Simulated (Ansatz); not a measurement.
`[CH3][GeH2][AlH][Cl]` at its PBE0-D4/def2-TZVP geometry, where that method's forces vanish. The species carries charge 0 and has multiplicity 1.

```xyz
10

C    -0.6317   -0.1308    1.5060
Ge   -0.2263    0.8370   -0.1512
Al    0.9774   -0.5558   -1.7991
Cl    1.5497   -2.4822   -1.1608
H    -1.1438    0.5264    2.2095
H    -1.2704   -0.9885    1.2938
H     0.2894   -0.4919    1.9641
H     0.6191    2.0873    0.1850
H    -1.5398    1.3719   -0.7661
H     1.3764   -0.1735   -3.2814
```

(1) What forces (eV/Å) does ωB97M-V/def2-TZVPP give on these atoms in Ansatz 0.2.0? (An estimate is asked.)

Answers

(1) Ansatz gave: 
```
C1  -0.011 -0.005  0.030
Ge2  0.032  0.046 -0.104
Al3 -0.019  0.130 -0.096
Cl4  0.002 -0.023  0.017
H5   0.043 -0.067 -0.049
H6   0.047  0.060  0.026
H7  -0.074  0.022 -0.025
H8  -0.062 -0.089 -0.019
H9   0.091 -0.040  0.048
H10 -0.049 -0.034  0.171
```
